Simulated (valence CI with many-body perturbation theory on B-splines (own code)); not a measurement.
Results of a calculation; reference values are marked as such.
## Energy levels of Tl⁵⁰⁺

Method: configuration interaction combined with many-body perturbation theory (CI+MBPT): three valence electrons over a frozen Dirac-Fock core [Ar] 3d10, radial functions for each j: 11 s, 11 p, 10 d, 8 f, 5 g, 2 h, with the one-electron correlation potential Σ1, the two-electron term Σ2, the three-electron term Σ3, Breit, model QED; selected CI, second order for the rest, scaled by the run's own slope (own B-spline code, finite nucleus).

No measured spectrum was set against this ion. As an estimate, large intervals hold to a few tenths of a per cent, small ones and those within an open d or f shell to about a per cent.

Levels 1 to 45 of 174, with energies above the lowest level, (4s^2 4p1/2) J=1/2. "Leading %" is the weight of the configuration and term that name the level; weights of strongly mixed levels are sums over their largest components and can fall short, so below about 35 % the name and the second component can differ from the true leading terms, or belong to a minority configuration. In the jj column 3d3/2^4 stands for four electrons in 3d with j = 3/2.

```
No.  Configuration  Term    J  E (eV)  Leading %              Leading jj      g
  1         4s2 4p   2P°  1/2    0.00        100      4s^2 4p1/2 (100 %)  0.657
  2         4s 4p2    4P  1/2  115.36         54       4s 4p1/2^2 (99 %)  2.137
  3         4s2 4p   2P°  3/2  159.17         99       4s^2 4p3/2 (99 %)  1.328
  4         4s 4p2    4P  3/2  258.92         90   4s 4p1/2 4p3/2 (99 %)  1.646
  5         4s 4p2    2D  5/2  268.68         61   4s 4p1/2 4p3/2 (98 %)  1.348
  6         4s 4p2    2D  3/2  282.19         61   4s 4p1/2 4p3/2 (95 %)  0.990
  7         4s 4p2    2P  1/2  284.57         70   4s 4p1/2 4p3/2 (98 %)  1.258
  8         4s2 4d    2D  3/2  345.72         95       4s^2 4d3/2 (95 %)  0.809
  9         4s2 4d    2D  5/2  376.78         95       4s^2 4d5/2 (95 %)  1.212
 10            4p3   2P°  3/2  397.25         46    4p1/2^2 4p3/2 (94 %)  1.321
 11         4s 4p2    4P  5/2  425.46         57       4s 4p3/2^2 (96 %)  1.422
 12       4s 4p 4d   4F°  3/2  436.52         78   4s 4p1/2 4d3/2 (98 %)  0.503
 13         4s 4p2    2S  1/2  443.56         68       4s 4p3/2^2 (99 %)  1.921
 14       4s 4p 4d   4F°  5/2  445.22         46   4s 4p1/2 4d3/2 (97 %)  1.032
 15         4s 4p2    2P  3/2  447.39         62       4s 4p3/2^2 (98 %)  1.197
 16       4s 4p 4d   4D°  1/2  460.03         58   4s 4p1/2 4d3/2 (99 %)  0.403
 17       4s 4p 4d   4D°  3/2  461.90         35   4s 4p1/2 4d3/2 (92 %)  1.283
 18       4s 4p 4d   4P°  5/2  479.30         39   4s 4p1/2 4d5/2 (99 %)  1.361
 19       4s 4p 4d   4F°  7/2  485.88         44   4s 4p1/2 4d5/2 (97 %)  1.244
 20       4s 4p 4d   2F°  5/2  492.62         51   4s 4p1/2 4d5/2 (96 %)  1.042
 21       4s 4p 4d   2D°  3/2  494.37         38   4s 4p1/2 4d5/2 (89 %)  1.117
 22            4p3   4S°  3/2  553.61         49    4p1/2 4p3/2^2 (94 %)  1.417
 23            4p3   2D°  5/2  554.57         90    4p1/2 4p3/2^2 (90 %)  1.170
 24            4p3   2P°  1/2  562.69         94    4p1/2 4p3/2^2 (94 %)  0.659
 25         4s2 4f   2F°  5/2  569.22         94       4s^2 4f5/2 (94 %)  0.855
 26         4p2 4d    2D  3/2  570.88         40    4p1/2^2 4d3/2 (99 %)  0.776
 27         4s2 4f   2F°  7/2  579.62         93       4s^2 4f7/2 (93 %)  1.142
 28       4s 4p 4d   4D°  3/2  605.30         43   4s 4p3/2 4d3/2 (99 %)  1.310
 29       4s 4p 4d   4P°  1/2  605.39         85   4s 4p3/2 4d3/2 (99 %)  2.284
 30       4s 4p 4d   4D°  5/2  605.49         49   4s 4p3/2 4d3/2 (94 %)  1.251
 31       4s 4p 4d   4F°  7/2  610.24         39   4s 4p3/2 4d3/2 (86 %)  1.256
 32         4p2 4d    2D  5/2  611.35         32    4p1/2^2 4d5/2 (96 %)  1.192
 33       4s 4p 4d   2D°  3/2  622.32         64   4s 4p3/2 4d3/2 (85 %)  0.980
 34       4s 4p 4d   4F°  9/2  626.64        100  4s 4p3/2 4d5/2 (100 %)  1.328
 35       4s 4p 4d   2P°  1/2  630.97         72   4s 4p3/2 4d3/2 (94 %)  0.584
 36       4s 4p 4d   2F°  5/2  632.63         64   4s 4p3/2 4d3/2 (91 %)  0.949
 37       4s 4p 4d   2D°  5/2  639.73         46   4s 4p3/2 4d5/2 (99 %)  1.351
 38       4s 4p 4d   2P°  3/2  646.21         43   4s 4p3/2 4d5/2 (82 %)  1.155
 39       4s 4p 4d   2F°  7/2  646.82         71   4s 4p3/2 4d5/2 (91 %)  1.207
 40       4s 4p 4d   2F°  7/2  656.71         65   4s 4p3/2 4d5/2 (95 %)  1.218
 41       4s 4p 4d   2P°  1/2  660.49         86   4s 4p3/2 4d5/2 (94 %)  0.704
 42       4s 4p 4d   2P°  3/2  664.83         76   4s 4p3/2 4d5/2 (98 %)  1.306
 43       4s 4p 4d   2D°  5/2  668.80         61   4s 4p3/2 4d5/2 (94 %)  1.105
 44       4s 4p 4f    4G  5/2  671.69         62   4s 4p1/2 4f5/2 (98 %)  0.731
 45       4s 4p 4f    4G  7/2  677.77         40   4s 4p1/2 4f5/2 (92 %)  1.003
```

The ionisation energy to 4s2 1S_0 of the next ion comes out as 2925.9 eV (NIST: 2925 ± 4 eV (theoretical)). All 174 levels together are meant to be complete up to 1066.10 eV.
